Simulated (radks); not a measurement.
Ho50+, configuration [Ne] 3s2 3p5.

All-electron calculation, scalar-relativistic Kohn-Sham, PBEsol, spin-polarised, spherical densities, finite nucleus; open shells are filled with parallel spins first (spin-orbit coupling, left out, can overturn this in heavy ions); Fermi nuclear charge, rms radius 5.2022 fm. Program: a radial shooting solver on a logarithmic mesh with Libxc functionals.

Energy parts (eV):
total: -277198.07
kinetic: 304397.91
electron-nucleus: -610772.59
Hartree: 33181.78
exchange-correlation: -4005.17

Orbitals (lengths in bohr, moments of r in powers of bohr):
orbital  occ.  eigenvalue (eV)      <r^2>
1s up       1        -58900.81  0.0005884
1s down     1        -58897.56  0.0005884
2s up       1        -12605.24   0.008976
2s down     1        -12602.89   0.008973
2p up       3        -11573.46   0.007245
2p down     3        -11570.19   0.007244
3s up       1        -4914.482    0.05147
3s down     1        -4906.270    0.05151
3p up       3        -4602.502    0.04990
3p down     2        -4594.198    0.04994

The highest occupied level is 3p down at -4594.2 eV. For comparison, the ionisation energy in NIST's Atomic Spectra Database is 4576 eV (theoretical). In exact Kohn-Sham theory the highest level is minus the ionisation energy, but local and semilocal functionals leave it too shallow, through self-interaction and a potential that decays too fast; potentials with the right tail come closer. Summed over all electrons, <r^2> = 0.4152 bohr^2, which gives a Langevin (diamagnetic) susceptibility term of -0.329 x 10^-6 cm^3/mol. The electron density at the nucleus is 8.467e+05 e/bohr^3 (large components only). Spin moment in Bohr magnetons: 1. The density falls to 0.001 e/bohr^3 at r = 0.64 bohr. The spin density at the nucleus is -12.17 e/bohr^3 (1s -27.02, 2s 0.78, 3s 14.07).
